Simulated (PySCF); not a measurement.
# Circular dichroism: `F[C@@]1(C(=O)O)C(=C)[C@H]1F`, C₅H₄F₂O₂

Cartesian coordinates in Å; atom numbers follow the order of the lines, from 1:
```xyz
13

C     1.983    0.970   -0.216
C     1.034    0.082   -0.081
C     0.571   -1.302   -0.121
F     1.090   -2.209    0.740
C    -0.341   -0.188    0.415
F    -0.561   -0.097    1.756
C    -1.517    0.179   -0.430
O    -1.538    0.021   -1.624
O    -2.515    0.695    0.274
H     1.827    2.005    0.040
H     2.954    0.694   -0.594
H     0.274   -1.769   -1.055
H    -3.264    0.920   -0.301
```

Computed with PySCF, TDDFT LC-wPBE/def2-SVPD circular dichroism and optical rotation, one conformer, gas phase. Geometry: GFN2-xTB.

The molecule is flexible and this is one conformer; a measurement averages over conformers.

(1) What are the CIP labels of the stereocentres?

(2) Which excitations and rotatory strengths does the calculation give?

## Answers

(1) C3 R, C5 R.

(2) Rotatory strengths R in 10⁻⁴⁰ esu² cm², velocity form and length form (origin at the centre of mass); f in length form.
```csv
state,E (eV),λ (nm),f,R (velocity),R (length),main
1,5.94,209,0.0003,-1.1,-1.5,"HOMO−1→LUMO+1 0.47, HOMO→LUMO+1 0.21"
2,6.03,205,0.006,-37.4,-36.7,"HOMO−1→LUMO 0.58, HOMO−2→LUMO 0.14"
3,6.26,198,0.042,+42.3,+41.6,"HOMO→LUMO 0.69, HOMO−3→LUMO 0.21"
4,7.38,168,0.432,+20.9,+22.5,"HOMO−2→LUMO 0.59, HOMO−3→LUMO 0.14"
5,7.78,159,0.072,-10.4,-10.6,"HOMO→LUMO+1 0.28, HOMO−1→LUMO 0.16"
6,7.88,157,0.068,+40.8,+40.9,"HOMO→LUMO+1 0.28, HOMO−3→LUMO 0.25"
7,8.29,149,0.029,+0.7,+1.1,"HOMO−2→LUMO+1 0.49, HOMO→LUMO+1 0.14"
8,8.49,146,0.043,-26.9,-27.7,"HOMO−3→LUMO+1 0.37, HOMO−4→LUMO+1 0.15"
9,8.71,142,0.014,-31.1,-32.2,"HOMO−1→LUMO+2 0.23, HOMO−2→LUMO+1 0.20"
10,8.95,139,0.053,-14.3,-13.9,"HOMO→LUMO+3 0.39, HOMO→LUMO+2 0.15"
11,8.97,138,0.034,+46.8,+44.8,"HOMO−4→LUMO 0.39, HOMO−4→LUMO+2 0.21"
12,9.05,137,0.200,-12.9,-12.6,"HOMO−4→LUMO+1 0.63, HOMO−1→LUMO+2 0.08"
```

Among the states computed, the strongest CD band (largest |R|) is state 11. The largest dissymmetry factor in size, g = 4R/(D+G), with D and G the electric and magnetic dipole strengths, is -0.057 for state 2 (velocity form, f = 0.006), among bands with |R| over 0.5. The mirror image has the same energies and oscillator strengths and all R with the opposite sign.
